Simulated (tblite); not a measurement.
Record of a relaxation.

Compound: C5H7BNP.
SMILES with atom numbers: `[N:1]#[C:2][BH2-:3][PH+:4]1[CH:5]=[CH:6][CH:7]=[CH:8]1` (hydrogens: H9, H10 on B3; H11 on P4; H12 on C5; H13 on C6; H14 on C7; H15 on C8)
Bond orders are those of one Lewis drawing.

Computed with GFN2-xTB (tblite), gas phase: L-BFGS steps from a force-field or distance-geometry start until the largest atomic force falls under 0.01 eV/Å. 8 of its 97 geometries are shown.

Step 0: E = -567.1308 eV, largest atomic force 3.627 eV/Å
```
atom  x, y, z in Å  |  force x, y, z in eV/Å
N1      2.429    2.416   -0.226    0.103   0.504  -0.052
C2      2.206    1.296   -0.156   -0.488  -0.500   0.089
B3      1.956   -0.232   -0.038    1.410   0.305  -0.344
P4      0.234   -0.639    0.561    1.036  -0.225   0.630
C5     -0.790    0.785    0.922    0.726  -0.942   0.818
C6     -1.824    0.702    0.098   -1.913   2.245   0.293
C7     -1.854   -0.405   -0.773   -2.975   0.114  -2.072
C8     -0.863   -1.254   -0.694    1.369  -1.516   0.592
H9      2.751   -0.643    0.746   -0.025  -0.166   0.291
H10     2.131   -0.750   -1.088   -0.124  -0.134  -0.268
H11     0.209   -1.571    1.622   -0.315   0.402  -0.306
H12    -0.572    1.539    1.650    0.033   0.097   0.050
H13    -2.611    1.490    0.135    0.533  -0.743  -0.405
H14    -2.680   -0.576   -1.503    0.567   0.461   0.603
H15    -0.727   -2.152   -1.276    0.063   0.099   0.082
```

Step 14: E = -567.5092 eV, largest atomic force 0.100 eV/Å
```
atom  x, y, z in Å  |  force x, y, z in eV/Å
N1      2.351    2.435   -0.226   -0.021   0.090  -0.011
C2      2.229    1.295   -0.163   -0.090  -0.038   0.023
B3      2.112   -0.241   -0.070    0.005  -0.046   0.011
P4      0.288   -0.624    0.546   -0.080  -0.013  -0.009
C5     -0.819    0.729    0.955   -0.009   0.019  -0.057
C6     -1.869    0.727    0.111    0.053  -0.008  -0.045
C7     -1.914   -0.404   -0.791    0.087   0.033   0.003
C8     -0.889   -1.267   -0.651   -0.036   0.075  -0.010
H9      2.827   -0.684    0.768    0.055  -0.048   0.058
H10     2.197   -0.767   -1.130    0.035  -0.046  -0.059
H11     0.132   -1.504    1.612    0.010   0.043  -0.026
H12    -0.586    1.489    1.680   -0.031   0.001  -0.005
H13    -2.629    1.493    0.076    0.023  -0.051   0.063
H14    -2.715   -0.508   -1.509    0.040  -0.046   0.059
H15    -0.720   -2.161   -1.228   -0.040   0.037   0.006
```

Step 27: E = -567.5194 eV, largest atomic force 0.050 eV/Å
```
atom  x, y, z in Å  |  force x, y, z in eV/Å
N1      2.247    2.419   -0.221   -0.008   0.005  -0.005
C2      2.201    1.273   -0.160   -0.013   0.029  -0.006
B3      2.143   -0.270   -0.066   -0.047   0.001   0.015
P4      0.301   -0.615    0.525    0.032  -0.006   0.008
C5     -0.798    0.747    0.935    0.020  -0.020  -0.001
C6     -1.861    0.736    0.111    0.007   0.007   0.008
C7     -1.909   -0.392   -0.794    0.009   0.018  -0.018
C8     -0.882   -1.251   -0.666   -0.001  -0.007   0.028
H9      2.845   -0.700    0.793    0.005  -0.004  -0.020
H10     2.243   -0.796   -1.128    0.033  -0.023   0.029
H11     0.121   -1.470    1.605   -0.005  -0.020  -0.004
H12    -0.577    1.501    1.671    0.013  -0.015  -0.023
H13    -2.634    1.487    0.117   -0.020  -0.009  -0.026
H14    -2.713   -0.516   -1.500   -0.033   0.024   0.017
H15    -0.732   -2.147   -1.244    0.010   0.019  -0.003
```

Step 41: E = -567.5240 eV, largest atomic force 0.066 eV/Å
```
atom  x, y, z in Å  |  force x, y, z in eV/Å
N1      2.157    2.415   -0.252   -0.020  -0.010  -0.024
C2      2.147    1.268   -0.180    0.029   0.015  -0.007
B3      2.147   -0.275   -0.044    0.033   0.042  -0.005
P4      0.309   -0.640    0.515   -0.056  -0.001   0.008
C5     -0.767    0.738    0.933   -0.028  -0.004  -0.008
C6     -1.839    0.742    0.120    0.004   0.003  -0.038
C7     -1.909   -0.382   -0.789   -0.027   0.028   0.007
C8     -0.883   -1.246   -0.685   -0.032  -0.001  -0.003
H9      2.853   -0.641    0.842   -0.031  -0.009  -0.016
H10     2.299   -0.833   -1.084    0.008  -0.007   0.039
H11     0.096   -1.514    1.576    0.014   0.002  -0.011
H12    -0.524    1.498    1.657    0.006  -0.040  -0.003
H13    -2.606    1.502    0.116    0.046  -0.019   0.043
H14    -2.739   -0.491   -1.471    0.055  -0.010   0.000
H15    -0.744   -2.135   -1.276   -0.001   0.009   0.018
```

Step 55: E = -567.5383 eV, largest atomic force 0.192 eV/Å
```
atom  x, y, z in Å  |  force x, y, z in eV/Å
N1      1.943    2.401   -0.492   -0.006  -0.192   0.003
C2      2.025    1.272   -0.288    0.031   0.147  -0.033
B3      2.149   -0.240    0.030   -0.035  -0.044  -0.023
P4      0.307   -0.721    0.477    0.072  -0.028  -0.029
C5     -0.710    0.668    0.966   -0.009  -0.038   0.042
C6     -1.773    0.761    0.147    0.042   0.055  -0.048
C7     -1.901   -0.323   -0.797    0.019  -0.096  -0.018
C8     -0.918   -1.239   -0.734    0.048  -0.025   0.073
H9      2.763   -0.448    1.030    0.005   0.044  -0.004
H10     2.471   -0.898   -0.905    0.009  -0.003   0.007
H11     0.114   -1.664    1.478   -0.016  -0.001   0.029
H12    -0.412    1.392    1.703   -0.027   0.023   0.050
H13    -2.484    1.567    0.162   -0.082   0.070   0.044
H14    -2.735   -0.381   -1.475   -0.073   0.022  -0.058
H15    -0.843   -2.137   -1.324    0.022   0.066  -0.036
```

Step 69: E = -567.5745 eV, largest atomic force 0.221 eV/Å
```
atom  x, y, z in Å  |  force x, y, z in eV/Å
N1      1.710    2.219   -0.953   -0.054   0.163  -0.139
C2      1.890    1.165   -0.537    0.064  -0.156   0.104
B3      2.135   -0.226    0.097    0.020  -0.040   0.068
P4      0.313   -0.791    0.480    0.013   0.071   0.101
C5     -0.696    0.566    1.076    0.005   0.061  -0.048
C6     -1.723    0.772    0.232   -0.014  -0.026  -0.072
C7     -1.849   -0.227   -0.807   -0.007  -0.017  -0.051
C8     -0.895   -1.176   -0.792    0.065  -0.020   0.027
H9      2.611   -0.136    1.189    0.038   0.031  -0.022
H10     2.671   -1.006   -0.621   -0.102  -0.016   0.006
H11     0.119   -1.775    1.445   -0.012  -0.045  -0.091
H12    -0.428    1.215    1.891    0.043  -0.032   0.030
H13    -2.401    1.608    0.292   -0.053  -0.073   0.040
H14    -2.659   -0.211   -1.520    0.005   0.083   0.012
H15    -0.803   -1.990   -1.492   -0.009   0.014   0.035
```

Step 82: E = -567.6163 eV, largest atomic force 0.086 eV/Å
```
atom  x, y, z in Å  |  force x, y, z in eV/Å
N1      1.650    1.971   -1.358    0.013  -0.063   0.016
C2      1.872    1.033   -0.733   -0.039  -0.002  -0.003
B3      2.135   -0.223    0.142    0.021   0.075   0.037
P4      0.317   -0.742    0.557    0.022   0.002   0.000
C5     -0.772    0.531    1.194    0.015   0.019   0.000
C6     -1.764    0.757    0.313   -0.022  -0.029   0.036
C7     -1.769   -0.134   -0.827    0.005   0.016   0.045
C8     -0.785   -1.052   -0.822   -0.011   0.023   0.026
H9      2.645    0.053    1.183    0.003  -0.033  -0.022
H10     2.624   -1.128   -0.452    0.010   0.001  -0.008
H11     0.076   -1.808    1.417    0.019  -0.021  -0.022
H12    -0.577    1.086    2.098   -0.054  -0.004  -0.042
H13    -2.525    1.511    0.437    0.027   0.021  -0.033
H14    -2.521   -0.050   -1.595   -0.001  -0.006  -0.001
H15    -0.609   -1.798   -1.577   -0.010   0.001  -0.030
```

Step 96: E = -567.6196 eV, largest atomic force 0.009 eV/Å
```
atom  x, y, z in Å  |  force x, y, z in eV/Å
N1      1.614    1.902   -1.433   -0.002  -0.003  -0.004
C2      1.855    1.003   -0.760   -0.001   0.005   0.003
B3      2.139   -0.213    0.160   -0.002   0.002  -0.001
P4      0.319   -0.740    0.564    0.005   0.001   0.000
C5     -0.781    0.517    1.215   -0.001  -0.004  -0.004
C6     -1.765    0.757    0.329   -0.001  -0.005   0.001
C7     -1.761   -0.116   -0.823    0.001   0.007  -0.001
C8     -0.772   -1.029   -0.828   -0.006   0.003  -0.004
H9      2.643    0.090    1.193    0.002  -0.004   0.001
H10     2.638   -1.129   -0.411   -0.004   0.007   0.003
H11     0.088   -1.835    1.390   -0.006  -0.001   0.006
H12    -0.607    1.061    2.127    0.005   0.005   0.003
H13    -2.516    1.522    0.447    0.006  -0.006   0.001
H14    -2.509   -0.025   -1.594    0.003   0.001   0.000
H15    -0.590   -1.756   -1.599   -0.001  -0.007  -0.003
```

Question: Summarise the path.

Answer: The energy falls by 47.16 kJ/mol from step 0 to step 96; nine tenths of that is first reached at step 68. It falls at every step. The largest force goes from 3.627 to 0.009 eV/Å. Among the bonds B3–P4 changes most, from 1.869 to 1.937 Å; the atoms move by 0.650 Å rms after alignment.
